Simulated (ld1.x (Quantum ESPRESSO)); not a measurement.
**Configuration tests for Li (TM)**

ld1.x (Quantum ESPRESSO) 7.5 input, shortened:

```
&input
   title='Li', zed=3., rel=1, dft='PZ', iswitch=3,
   config='[He] 2s0.5 2p0.5 3d-2'
 /
 &inputp
   pseudotype=2, tm=.true., lloc=-2, rcloc=1.25,
   nlcc=.false.
 /
3
1S  1  0   2.00   0.00  0.65  0.65  0.0
2P  2  1   0.50   0.00  4.20  4.20  0.0
3D  3  2  -2.00   0.20  4.40  4.40  0.0
 &test
   configts(1)='1s2 2s0.5 2p0.5'
 /
```

Occupied shells without a wave of their own: 2s. They enter only through the test configuration that unscreens the potential.

Energies are relative to the spin-unpolarised reference configuration 1s2 2s0.5 2p0.5; without spin polarisation the order of configurations can differ from experiment. Spin-polarised rows fill each open shell by Hund’s rule, majority spin first.

**Question.** Give the all-electron excitation energy and the error of the potential for: 1s2 2s1 2p0; 1s2 2s0 2p0; 1s2 2s0.5 2p0; 1s2 2s0 2p1; 1s1 2s1 2p0; 1s2 2s0.5 2p0.5 (spin-polarised); 1s2 2s1 2p0 (spin-polarised).

**Answer.**

```json
{"valence configuration": "1s2 2s1 2p0", "charge": "0", "ΔE all-electron (eV)": "-0.875", "error AE − PS (meV)": "-27"}
{"valence configuration": "1s2 2s0 2p0", "charge": "+1", "ΔE all-electron (eV)": "4.364", "error AE − PS (meV)": "+49"}
{"valence configuration": "1s2 2s0.5 2p0", "charge": "+0.5", "ΔE all-electron (eV)": "1.170", "error AE − PS (meV)": "+1.5"}
{"valence configuration": "1s2 2s0 2p1", "charge": "0", "ΔE all-electron (eV)": "0.879", "error AE − PS (meV)": "+25"}
{"valence configuration": "1s1 2s1 2p0", "charge": "+1", "ΔE all-electron (eV)": "66.502", "error AE − PS (meV)": "-97"}
{"valence configuration": "1s2 2s0.5 2p0.5 (spin-polarised)", "charge": "0", "ΔE all-electron (eV)": "-0.198", "error AE − PS (meV)": "+0.9"}
{"valence configuration": "1s2 2s1 2p0 (spin-polarised)", "charge": "0", "ΔE all-electron (eV)": "-1.108", "error AE − PS (meV)": "-29"}
```

Levels in the configuration 1s2 2s1 2p0:

```
level  all-electron (eV)  pseudo (eV)
   1s            -51.101      -51.122
   2s             -2.877       -2.837
```
